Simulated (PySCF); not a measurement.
Worked example: oscillator strength and radiative lifetime

Ga(Me)2(SH) (C2H7GaS), SMILES [SH][Ga]([CH3])[CH3].

Coordinates come from a B3LYP-D3(BJ)/def2-SVP optimisation. The structure was generated by enumeration; whether it is a known compound was not checked. Other conformers were not sampled.

TDDFT-PBE/def2-SVPD run with PySCF puts the first singlet state with f over 0.02 at 5.19 eV (vertical), with the transition dipole (-0.524, 0.360, -0.174) in atomic units.

**Question.** Find the oscillator strength, the wavelength and the radiative lifetime that this transition would have in vacuum if emission retraced absorption.

**Answer.** 
|μ|² = 0.4345 au, so |μ| = 1.68 D. ΔE = 5.19/27.211 = 0.1907 hartree. f = (2/3) ΔE |μ|² = 0.055 (the program prints 0.055).
λ = 1239.84/5.19 = 239 nm; ν = 41860 cm⁻¹.
Einstein's coefficient A = 0.6670 ν² f s⁻¹ (ν in cm⁻¹) = 6.5e7 s⁻¹, so τ = 1/A = 15 ns. This state is S1. The figure is the radiative limit of this one transition; relaxation, internal conversion, crossing to triplets and a medium change what is measured.
